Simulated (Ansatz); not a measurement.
Start from `C#[C][SnH]([CH3])[Cl]` and change one atom or group to get `C#[C][SnH]([CH3])[CH3]`.

Ansatz, PBE0-D4/def2-TZVP geometries, multiplicity 1. 

Elements past krypton have def2 core potentials.

```csv
property,`C#[C][SnH]([CH3])[Cl]`
LUMO energy (PBE/def2-TZVPP) / eV,-1.63
LUMO energy (ωB97M-V/def2-TZVPP) / eV,1.05
HOMO–LUMO gap (ωB97M-V/def2-TZVPP) / eV,11.46
HOMO–LUMO gap (PBE0/def2-TZVPP) / eV,7.46
HOMO energy (PBE0/def2-TZVPP) / eV,-8.22
size of the dipole moment (PBE/def2-TZVPP) / D,2.76
```

Question: What does the change do to each property? (Best estimate.)

Answer: Ansatz gave: 
```json
{"property": "LUMO energy (PBE/def2-TZVPP) / eV", "`C#[C][SnH]([CH3])[CH3]`": "-0.59", "shift": "1.04"}
{"property": "LUMO energy (ωB97M-V/def2-TZVPP) / eV", "`C#[C][SnH]([CH3])[CH3]`": "1.73", "shift": "0.68"}
{"property": "HOMO–LUMO gap (ωB97M-V/def2-TZVPP) / eV", "`C#[C][SnH]([CH3])[CH3]`": "11.63", "shift": "0.17"}
{"property": "HOMO–LUMO gap (PBE0/def2-TZVPP) / eV", "`C#[C][SnH]([CH3])[CH3]`": "7.95", "shift": "0.49"}
{"property": "HOMO energy (PBE0/def2-TZVPP) / eV", "`C#[C][SnH]([CH3])[CH3]`": "-7.70", "shift": "0.52"}
{"property": "size of the dipole moment (PBE/def2-TZVPP) / D", "`C#[C][SnH]([CH3])[CH3]`": "1.12", "shift": "-1.64"}
```

With PBE0 the HOMO rises by 0.52 eV and the LUMO rises by 1.01 eV, so the gap widens by about 0.49 eV. PBE moves the HOMO by 0.47 eV and ωB97M-V by 0.52 eV. Dipoles are sizes alone; their direction can turn.
